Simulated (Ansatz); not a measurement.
`[AsH2][SiH]1CO1` and `Cl[SiH]1CO1` differ in one atom or group.

Ansatz, PBE0-D4/def2-TZVP geometries, multiplicity 1. 

Scalar relativity is left out up to krypton.

```json
{"property": "HOMO–LUMO gap (B3LYP/def2-TZVPP) / eV", "`[AsH2][SiH]1CO1`": "6.51"}
{"property": "HOMO–LUMO gap (ωB97M-V/def2-TZVPP) / eV", "`[AsH2][SiH]1CO1`": "10.92"}
{"property": "HOMO–LUMO gap (PBE0/def2-TZVPP) / eV", "`[AsH2][SiH]1CO1`": "6.93"}
{"property": "HOMO–LUMO gap (PBE/def2-TZVPP) / eV", "`[AsH2][SiH]1CO1`": "4.88"}
{"property": "HOMO energy (B3LYP/def2-TZVPP) / eV", "`[AsH2][SiH]1CO1`": "-7.32"}
{"property": "LUMO energy (PBE0/def2-TZVPP) / eV", "`[AsH2][SiH]1CO1`": "-0.61"}
```

(1) What does the change do to each property? (An estimate is asked.)

Results:

(1) Computed: 
| property | `Cl[SiH]1CO1` | shift |
| --- | --- | --- |
| HOMO–LUMO gap (B3LYP/def2-TZVPP) / eV | 7.11 | 0.60 |
| HOMO–LUMO gap (ωB97M-V/def2-TZVPP) / eV | 11.59 | 0.67 |
| HOMO–LUMO gap (PBE0/def2-TZVPP) / eV | 7.57 | 0.64 |
| HOMO–LUMO gap (PBE/def2-TZVPP) / eV | 5.41 | 0.53 |
| HOMO energy (B3LYP/def2-TZVPP) / eV | -7.67 | -0.35 |
| LUMO energy (PBE0/def2-TZVPP) / eV | -0.33 | 0.28 |

With PBE0 the HOMO falls by 0.34 eV and the LUMO rises by 0.28 eV, so the gap widens by about 0.62 eV. PBE moves the HOMO by -0.27 eV and ωB97M-V by -0.41 eV.

B3LYP here is the variant with VWN-RPA as its local correlation; programs differ in this.
